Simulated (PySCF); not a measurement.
Electron correlation in Au(2+) (gold, charge +2)

[Xe] 4f14 5d8 6p1, one real determinant (an excited configuration). Computed with PySCF 2.14 in aug-cc-pwCVDZ-PP with ECP60MDF, with a scalar-relativistic core potential. Frozen: 5s2 5p6; 9 electrons correlated.

```json
{"level": "CCSD", "correlation energy (mhartree)": "-205.58"}
{"level": "(T)", "correlation energy (mhartree)": "-5.09"}
{"level": "CCSD(T)", "correlation energy (mhartree)": "-210.67"}
```

Diagnostics: T1 = 0.0089, D1 = 0.0322, largest double amplitude 0.055.

The real determinant used has ⟨L²⟩ near 14 against 20 for a pure G term, so it mixes terms. Spin-orbit coupling, absent here, splits the open shell strongly.

Cost of the coupled-cluster step: roughly 13 core-seconds, for 9 correlated electrons.

The reference is one real determinant that mixes LS terms of this configuration.
